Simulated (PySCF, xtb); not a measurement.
C2H5Se, SMILES CC[Se] (connectivity only; charge and spin as stated), charge -1, multiplicity 1.

Harmonic wavenumbers (cm⁻¹) from GFN2-xTB in xtb at its own minimum, in rising order: 225, 272, 552, 779, 1013, 1019, 1077, 1239, 1250, 1398, 1467, 1495, 1510, 2932, 2936, 2949, 3016, 3024.

Question: What does PBE-D3(BJ)/def2-SVPD (PySCF 2.14.0) give at its own minimum? (An estimate is asked for; the answer gives what the named calculation found.)

Answer: 246, 273, 543, 711, 926, 932, 1023, 1160, 1197, 1302, 1388, 1392, 1410, 2874, 2938, 2978, 2990, 3032. Paired by order, the mean absolute difference is 53 cm⁻¹ and the zero-point energies are 40.2 and 39.0 kcal/mol.
